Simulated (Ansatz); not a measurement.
C2H4BClO, SMILES `OB1CC1Cl` at its PBE0-D4/def2-TZVP geometry, where that method's forces vanish. Total charge 0; spin multiplicity 1.

```xyz
9

O     1.4087   -0.8761    1.2152
B     0.4052   -0.4006    0.4752
C    -0.9524    0.2792    0.4382
C    -0.1264    0.0922   -0.8699
Cl    0.5753    1.5148   -1.6422
H     2.1928   -1.0932    0.7011
H    -1.9044   -0.2424    0.4517
H    -1.0196    1.2901    0.8351
H    -0.5794   -0.5641   -1.6045
```

Question: What forces (eV/Å) does ωB97M-V/def2-TZVPP give on these atoms in Ansatz 0.2.0? (An estimate is asked.)

Answer: Ansatz gave: 
```
O1   0.199 -0.080  0.050
B2  -0.106  0.030 -0.051
C3  -0.197  0.083  0.139
C4  -0.037 -0.204 -0.165
Cl5  0.057  0.140 -0.040
H6  -0.052  0.014  0.038
H7   0.088  0.030 -0.003
H8   0.017 -0.069 -0.055
H9   0.031  0.056  0.087
```
